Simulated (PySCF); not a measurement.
**How methods differ on the excitation energy of Li**

Li [He] 2s1 (2S) → Li [He] 2p1 (2P), as a difference of total energies. All numbers are calculated (PySCF 2.14, scalar relativity by spin-free X2C-1e, in ANO-RCC-VTZP (4s3p2d1f, 30 functions)). Correlated levels: valence and next inner shell: nothing frozen. The calculations carry no spin-orbit coupling.

```tsv
method	excitation energy (eV)
UHF	1.841
LDA	1.600
PBE	1.556
PBE0	1.641
r2SCAN	1.608
M06-L	1.331
BLYP	1.518
revPBE	1.532
MP2 (valence and next inner shell)	1.844
SCS-MP2 (valence and next inner shell)	1.845
```

Errors of the correlated levels include the incompleteness of this basis.

The basis was made for the ground configuration and has no added diffuse functions, so the excitation energy can come out too high.

For comparison: 1.848 eV (measured; NIST levels, between the centres of gravity of the two terms).
